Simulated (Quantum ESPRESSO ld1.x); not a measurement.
Task: These are the eigenvalues of the occupied orbitals of an atom or ion with whole-number occupations (hartree). All-electron calculation, scalar-relativistic Kohn-Sham, LDA (Slater exchange, VWN5 correlation), spin-unpolarised, spherical densities, point nucleus. Program: ld1.x of Quantum ESPRESSO 7.5.

1s: -2433.25
2s: -446.279
2p: -396.381
3s: -129.598
3p: -114.681
3d: -97.1081
4s: -51.6980
4p: -46.3931
4d: -39.7223

Which element is it, and in what charge state? The configuration may be excited.

Result: Z = 72, hafnium, charge +28: Hf28+ in [Kr] 4d8. The list shows which subshells hold electrons but not how many an open one holds; the 1s level, -2433.3 hartree, gives Z - s = 69.8 by -(Z - s)^2/2, which with screening and relativity narrows Z to a few neighbours, and the depths of the outer levels then fix element, charge and occupations together.
